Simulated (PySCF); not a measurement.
Identify the unknown among the candidates.

All candidates are C2H12O2SSi3.

| technique | computed result |
| --- | --- |
| Dipole | 1.62 D [PBE0/pcSseg-1] |
| 1H NMR | chemical shifts (computed TMS as zero) by class: 5.24 (3 H), 5.07 (1 H), 4.31 (1 H), 4.16 (1 H), 2.42 (1 H), 2.01 (1 H), 1.73 (1 H), 0.37 (3 H) ppm [GIAO PBE0/pcSseg-1] |
| NMR, other nuclei | isotropic shieldings of nuclei other than C and H, by class: 272 (1 O), 278 (1 O), 388 (1 Si), 394 (1 Si), 395 (1 Si), 652 (1 S) ppm [GIAO PBE0/pcSseg-1] |
| 13C NMR | chemical shifts (computed TMS as zero) by class: 11.8 (1 C), -9.0 (1 C) ppm [GIAO PBE0/pcSseg-1] |
| Rotational structure | rotational constants A, B, C: 1.288, 0.631, 0.495 GHz [GFN2-xTB] |

The electronic properties come from PySCF, for the isolated species, density fitting. Levels stand in brackets. One conformer (not necessarily the lowest) at the GFN2-xTB geometry, without solvent, vibrations or thermal averaging. Each NMR value is the plain mean over a class of atoms that symmetry, rotation or inversion makes alike.

Problem. Which candidate is it?
A. `CCO[Si@H](O[SiH3])S[SiH3]`
B. `CCO[Si@H](O)[SiH2][SiH2]S`
C. `C[SiH2]CS[Si@H](O)O[SiH3]`

Solution. C. It is `C[SiH2]CS[Si@H](O)O[SiH3]`. Numbering: `[CH3:1][SiH2:2][CH2:3][S:4][Si@H:5]([OH:6])[O:7][SiH3:8]`. Its formula, C2H12O2SSi3, gives 0 degrees of unsaturation, so no ring and no π bond. 2 carbons fall into 2 classes; from least to most shielded: sp3 carbon bound to sulfur [C3] (11.8 ppm), Si-methyl carbon [C1] (-9.0 ppm). Hydrogen classes from least to most shielded: 3 H on an oxygen-bound silicon, Si8 (5.24 ppm), 1 H on an oxygen-bound silicon, Si5 (5.07 ppm), 1 H on an SiH2 silicon, Si2 (4.31 ppm), 1 H on an SiH2 silicon, Si2 (4.16 ppm), 1 H on a silanol oxygen, O6 (2.42 ppm), 1 H on an sp3 carbon bound to sulfur, C3 (2.01 ppm), 1 H on an sp3 carbon bound to sulfur, C3 (1.73 ppm), 3 H on an Si-methyl carbon, C1 (0.37 ppm, a mean of values up to 1.0 ppm apart in this geometry). The other shieldings belong to: 272 ppm, silanol oxygen [O6]; 278 ppm, siloxane oxygen [O7]; 388 ppm, oxygen-bound silicon [Si5]; 394 ppm, oxygen-bound silicon [Si8]; 395 ppm, SiH2 silicon [Si2]; 652 ppm, sulfur bonded to C and Si [S4]. The optimised geometry has point group C1 and is an asymmetric top.

The others, at the same levels:
- `CCO[Si@H](O[SiH3])S[SiH3]` fails: its computed 13C shifts are 62.6 (1 C), 19.6 (1 C) ppm, 1H shifts are 5.34 (1 H), 5.23 (3 H), 4.56 (3 H), 4.30 (1 H), 4.08 (1 H), 1.32 (3 H) ppm and rotational constant A is 1.035 GHz (against 1.288 GHz).
- `CCO[Si@H](O)[SiH2][SiH2]S` fails: its computed 13C shifts are 62.0 (1 C), 20.5 (1 C) ppm, 1H shifts are 5.78 (1 H), 5.05 (1 H), 4.74 (1 H), 4.43 (1 H), 3.95 (1 H), 3.66 (1 H), 3.42 (1 H), 3.23 (1 H), 1.38 (3 H), -0.43 (1 H) ppm and rotational constant A is 1.917 GHz (against 1.288 GHz).

Each candidate is one conformer, not necessarily the lowest. The conformers computed, where there is a choice (atom-mapped SMILES and torsion angles):
- `[CH3:1][CH2:2][O:3][Si@H:4]([O:5][SiH3:6])[S:7][SiH3:8]`: C1–C2–O3–Si4 -75°, C2–O3–Si4–O5 -48°, O3–Si4–O5–Si6 -71°, O3–Si4–S7–Si8 -8°

The conformers of `C[SiH2]CS[Si@H](O)O[SiH3]` and `CCO[Si@H](O)[SiH2][SiH2]S` aren't listed.
